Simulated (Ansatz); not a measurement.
H$_{3}$Sb, charge -1, doublet, at the geometry of the source list (a state made from the parent by changing its charge; the spin is typed, not shown lowest) (all electrons, no relativity) (a gas-phase anion, which may not be bound at this level); SVWN5/3-21G run with Ansatz (a program for electronic structure).

The Ansatz input:
Ansatz 0.2 input:
```yaml
crystal:
  periodic: [false, false, false]
  atoms:
    - {symbol: Sb, position_ang: [0.00190000, -0.00510000, 0.74390000]}
    - {symbol: H, position_ang: [-0.87650000, -1.04080000, -0.25290000]}
    - {symbol: H, position_ang: [-0.46500000, 1.28180000, -0.23730000]}
    - {symbol: H, position_ang: [1.33960000, -0.23590000, -0.25370000]}
basis:
  gaussian:
    orbitals: 3-21G.json
hamiltonian:
  xc: {name: SVWN5}
total_charge: -1
magnetization: {spin_polarized: true, initial_magnetization: 1}
scf: {lower_state_search: full}
```
The basis file holds 3-21G in the JSON format of the Basis Set Exchange.

The log (banner, timings and long lists left out):

```
Functional definition: SVWN5
476 factors; integrals over basis functions are off by at most 1.4e-4 eV
mean field evaluation 1: about -171017.8805 eV, gradient 8.2e0 eV
mean field evaluation 2: about -171017.8697 eV, gradient 8.2e0 eV
mean field evaluation 4: about -171017.8919 eV, gradient 4.0e0 eV
mean field evaluation 8: about -171018.0300 eV, gradient 2.1e0 eV
mean field evaluation 16: about -171018.0596 eV, gradient 8.5e-1 eV
mean field evaluation 32: about -171018.0714 eV, gradient 5.1e-2 eV
mean field evaluation 64: about -171018.0650 eV, gradient 1.3e-1 eV
mean field evaluation 96: about -171018.0672 eV, gradient 5.5e-2 eV
mean field -171018.06750449 eV, -6284.7980605804 hartree, gradient 8.4e-7 eV, S^2 0.750875; 10 other end points of the search recorded, 0 dependent functions left out
reference -171018.06752853 eV, -6284.7980614639 hartree; 28, 27 occupied and 11, 12 virtual orbitals, 476 factors
Total energy: -171018.06752853 eV, -6284.7980614639 hartree
```
